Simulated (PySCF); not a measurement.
**C₆ coefficients of unlike pairs at UHF**

Calculated with PySCF 2.14 from the dipole response of each species, C₆(A,B) = (3/π) ∫ α_A(iu) α_B(iu) du, in atomic units, from isotropic polarisabilities. For ions this is the dispersion term alone; charge-induced terms of lower order in 1/R come first.

| species | configuration | basis | relativity | α (bohr³) | C₆ (like pair) |
| --- | --- | --- | --- | --- | --- |
| In³⁺ | [Kr] 4d10 (1S) | aug-cc-pwCVDZ-PP with ECP28MDF (6s5p4d1f) | core potential | 2.541 | 9.988 |
| Te³⁺ | [Kr] 4d10 5s2 5p1 (2P) | def2-TZVPPD with the def2 core potential (28 electrons) (7s6p4d2f) | core potential | 11.40 | 60.62 |
| Xe | [Xe] (1S) | aug-cc-pVTZ-PP with ECP28MDF (6s5p4d2f) | core potential | 26.58 | 277.6 |
| Mg | [Ne] 3s2 (1S) | aug-cc-pV5Z (8s7p5d4f3g2h) | none | 81.54 | 765.6 |

(1) Estimate C₆ for Xe with Te³⁺.

No spin-orbit coupling is included.

The other pairs:

```csv
pair,C₆
"Mg, In³⁺",45.59
"Mg, Te³⁺",171.6
"Te³⁺, In³⁺",21.72
"Mg, Xe",387.3
"Xe, In³⁺",42.89
```

Results:

(1) The integral gives 128.6. The combination rule 2 C_A C_B / (C_A α_B/α_A + C_B α_A/α_B) gives 129.2 and the geometric mean 129.7.
